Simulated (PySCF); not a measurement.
## Working out the ionisation energy of Se

Se [Ar] 3d10 4s2 4p4 (3P) → Se+ [Ar] 3d10 4s2 4p3 (4S). Calculation: PySCF 2.14, in aug-cc-pwCVTZ-PP with ECP10MDF; scalar relativity through the core potential. Frozen: nothing. Energies in hartree (1 hartree = 27.21139 eV):

| part | Se (lower) | Se+ (upper) |
| --- | --- | --- |
| UHF | -371.862942 | -371.548846 |
| MP2 opposite-spin | -0.605988 | -0.581894 |
| MP2 same-spin | -0.288286 | -0.283691 |

What does Hartree-Fock give?

(-371.548846) − (-371.862942) = 0.314096 hartree = 8.547 eV.

What do MP2 and SCS-MP2 (6/5 opposite-spin, 1/3 same-spin) give?

The opposite-spin parts differ by 0.656 eV and the same-spin parts by 0.125 eV. MP2: 8.547 + (0.656) + (0.125) = 9.328 eV. SCS-MP2: 8.547 + 1.2 × (0.656) + (0.125)/3 = 9.376 eV.

Measured between the centres of the two terms (NIST): 9.635 eV, so MP2 (valence and next inner shell) is off by -0.307 eV.

What remains against the reference includes basis incompleteness and correlation beyond second order.
